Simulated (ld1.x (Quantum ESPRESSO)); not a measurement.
Xe: excitation energies, all-electron against PAW

ld1.x (Quantum ESPRESSO) 7.5 input, shortened:

```
&input
   title='Xe', zed=54., rel=1, dft='PZ', iswitch=3,
   config='[Kr] 4d10 5s2 5p6'
 /
 &inputp
   pseudotype=3, lpaw=.true., tm=.true., lloc=-2, rcloc=1.45,
   nlcc=.true., new_core_ps=.true., rcore=0.95,
   which_augfun='PSQ', rmatch_augfun_nc=.true.
 /
6
5S  1  0   2.00   0.00  1.35  1.70  0.0
5S  1  0   0.00  -0.15  1.35  1.70  0.0
5P  2  1   6.00   0.00  1.95  2.15  0.0
5P  2  1   0.00  -0.05  1.95  2.15  0.0
4D  3  2  10.00   0.00  0.75  1.00  0.0
4D  3  2   0.00  -3.25  0.75  1.00  0.0
 &test
   configts(1)='4d10 5s2 5p6'
 /
```

Energies are relative to the spin-unpolarised reference configuration 4d10 5s2 5p6; without spin polarisation the order of configurations can differ from experiment. Spin-polarised rows fill each open shell by Hund’s rule, majority spin first.

Q: Give the all-electron excitation energy and the error of the potential for: 4d10 5s2 5p5; 4d10 5s2 5p4; 4d10 5s2 5p3; 4d10 5s2 5p5.5; 4d10 5s1 5p6; 4d9 5s2 5p6; 4d10 5s2 5p2; 4d10 5s2 5p5 (spin-polarised); 4d10 5s2 5p4 (spin-polarised).

A:

| valence configuration | charge | ΔE all-electron (eV) | error AE − PS (meV) |
| --- | --- | --- | --- |
| 4d10 5s2 5p5 | +1 | 12.700 | -3.9 |
| 4d10 5s2 5p4 | +2 | 34.644 | -11 |
| 4d10 5s2 5p3 | +3 | 66.610 | -21 |
| 4d10 5s2 5p5.5 | +0.5 | 5.250 | -1.7 |
| 4d10 5s1 5p6 | +1 | 24.935 | -2.7 |
| 4d9 5s2 5p6 | +1 | 67.794 | -49 |
| 4d10 5s2 5p2 | +4 | 109.243 | -39 |
| 4d10 5s2 5p5 (spin-polarised) | +1 | 12.562 | -3.8 |
| 4d10 5s2 5p4 (spin-polarised) | +2 | 34.013 | -11 |

Levels in the configuration 4d10 5s2 5p5.5:

```csv
level,all-electron (eV),pseudo (eV)
4d,-64.301,-64.302
5s,-24.530,-24.530
5p,-12.663,-12.663
```
